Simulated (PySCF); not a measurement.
## Structure elucidation problem

The spectra below were simulated for a compound C₂H₉NOSi₃.

1H NMR (400 MHz, computed): δ 7.46 (m, 1H), 7.38 (m, 1H), 5.35 (m, 1H), 5.30 (m, 1H), 5.15 (m, 1H), 5.14 (s, 3H), 0.32 (br s, 1H).

13C{1H} NMR (computed): δ 157.9, 156.5.

A single conformation, gas phase, fast rotation and ring inversion assumed for equivalent nuclei, non-relativistic. Geometry from GFN2-xTB; PBE0/pcSseg-1 with gauge-including orbitals; PySCF 2.14.

Chemical shifts δ = σref − σ; 1H (31.72 ppm) and 13C (186.93 ppm) vs TMS, all at this level.

Deduce the structure.

Answers


- The formula gives 2 degrees of unsaturation (1 ring in the answer).
- 2 carbon signals for 2 carbons: no two carbons are equivalent.
- Carbon types of the structure: 2 × CH, leaving 7 H on heteroatoms.
- δC 157.9, 156.5: alkene CH; as expected for a trigonal carbon in a double bond.
- δH 7.46, 7.38: hydrogen on an alkene CH; attached to an sp2 carbon and in the plane of the double bond.
- δH 5.35: hydrogen on a silicon bonded to C, N, O, in a 5-membered ring.
- δH 5.30, 5.15: hydrogen on a silicon bonded to C, N, in a 5-membered ring.
- δH 5.14: hydrogen on a silicon bonded to O.
- δH 0.32: hydrogen on a nitrogen bonded to 2 Si, in a 5-membered ring; labile proton, position sensitive to the medium.

Structure: SMILES C1=C[Si@@H](O[SiH3])N[SiH2]1.

The shifts were computed for this structure.

OH/NH shifts are gas-phase values; hydrogen bonding in solution moves them, usually downfield. Shifts are as computed. Against solution values, carbons near 30 ppm lie about +3 ppm off and those near 130 ppm about +5 ppm. Of 1309 compounds with measured shifts, 239 miss one by over three times the rms of a fit or turn the order of signals round; such compounds aren't used in these exercises. No couplings were computed; multiplicities are counted from neighbouring protons, with m where these are inequivalent, close in shift, in a saturated or five-membered ring or joined by F or P, and br s for small geminal =CH2 splittings.
